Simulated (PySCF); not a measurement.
Ga(OMe)(PH2)2 (CH7GaOP2), SMILES C[O][Ga]([PH2])[PH2]. The structure is a stationary point at B3LYP-D3(BJ)/def2-SVP. One conformer was computed; it need not be the lowest.

Question: Give the equilibrium geometry at B3LYP-D3(BJ)/def2-SVP (PySCF confirms it by a frequency run) as a Z-matrix. (The exact figures need the calculation; the answer reports its results.)

Answer: This is not unique; one that fits is 
```
Ga
O 1 1.7974
C 2 1.4025 1 126.98
H 3 1.1058 2 110.24 1 125.41
H 3 1.1063 4 107.45 2 -120.76
H 3 1.1088 4 107.21 5 -115.16
P 1 2.3329 2 112.55 3 -174.39
H 7 1.4290 1 92.43 2 -46.45
H 7 1.4300 8 94.24 1 93.59
P 1 2.3480 2 117.16 3 -2.55
H 10 1.4294 1 92.63 2 148.30
H 10 1.4305 11 93.91 1 92.81
```
